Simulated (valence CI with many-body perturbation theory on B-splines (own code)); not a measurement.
Cr X in brief

Computed by valence CI with perturbative core correlation (CI+MBPT): five valence electrons over a frozen Dirac-Fock core [Ne], a basis of 11 s, 11 p, 10 d, 8 f, 5 g, 2 h functions for each j, with the one-electron correlation potential Σ1, the two-electron term Σ2, the three-electron term Σ3, Breit, model QED; selected CI, second order for the rest, scaled by the run's own slope (own B-spline code, finite nucleus).

No measured spectrum was set against this ion. As an estimate, levels of excited configurations hold to 0.05 to 0.15 % of their energy, terms of the ground configuration to about 0.5 %. Among the levels kept, up to 3100 cm⁻¹ of a level comes from second order outside the variational space, and about a tenth of that is noise between levels of different J, which matters for small intervals.

Rates and lifetimes use the calculated energies. Strong lines usually hold to 10 to 20 %, long lifetimes can be off by a factor of two.

What is the ground level?

3s2 3p3 4S°_3/2, composition 95 % 3s2 3p3 4S° + 2 % 3s 3p3 3d 4S° + 1 % 3s2 3p3 2P°, g = 1.992.

What is the ionisation energy?

241.87 eV; NIST lists 244.5 ± 0.5 eV (semi-empirical).

Name the longest-lived excited levels whose lifetime is computed, and their main decay.

3s2 3p3 2D°_5/2 at 39689 cm⁻¹ lives 1.73 s, mostly by M1 to 3s2 3p3 4S°_3/2; 3s2 3p3 2D°_3/2 at 37332 cm⁻¹ lives 76.1 ms, mostly by M1 to 3s2 3p3 4S°_3/2; 3s2 3p3 2P°_1/2 at 64261 cm⁻¹ lives 10.7 ms, mostly by M1 to 3s2 3p3 4S°_3/2. The lifetime of 3s2 3p2 3d 4F_9/2 is too uncertain to give, and may be longer.

How well does LS coupling describe the low levels?

Among the lowest 20 levels the leading LS term, summed over configurations, holds 93 % on average. For single configurations the figures are 81 % in LS and 57 % in jj coupling. Terms mix most in the J = 7/2 level at 383310 cm⁻¹, where the leading one holds 52 %.

Where does the other parity begin?

At 3s 3p4 4P_5/2, 233870 cm⁻¹.
